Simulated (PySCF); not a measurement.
C₂H₃O₂, SMILES [CH2]OC=O, multiplicity 2. Coordinates come from a PBE-D3(BJ)/def2-SVP optimisation. The isomer is the one that the SMILES or the coordinates give; other isomers of the formula were not compared. One conformer was computed; it need not be the lowest.

Method: PBE-D3(BJ)/def2-SVP (PySCF).

Harmonic wavenumbers (cm⁻¹): 253, 279, 314, 406, 726, 922, 996, 1127, 1190, 1342, 1383, 1784, 2994, 3109, 3276. Rotational constants (GHz): 23.26, 6.925, 5.336; symmetry number 1.

### Question
Work out the zero-point energy and the ideal-gas rigid-rotor harmonic-oscillator thermochemistry at 298.15 K and 1 atm.

### Answer
ZPE = ½ Σ hcν = ½ × 20102 cm⁻¹ = 120.24 kJ/mol. H − E(el) = 135.10 kJ/mol. Entropy in J/(mol K): translation 159.61, rotation 98.08, vibration 25.84, spin 5.76, total 289.29. G − E(el) = 48.85 kJ/mol. Cp = 70.67 J/(mol K).
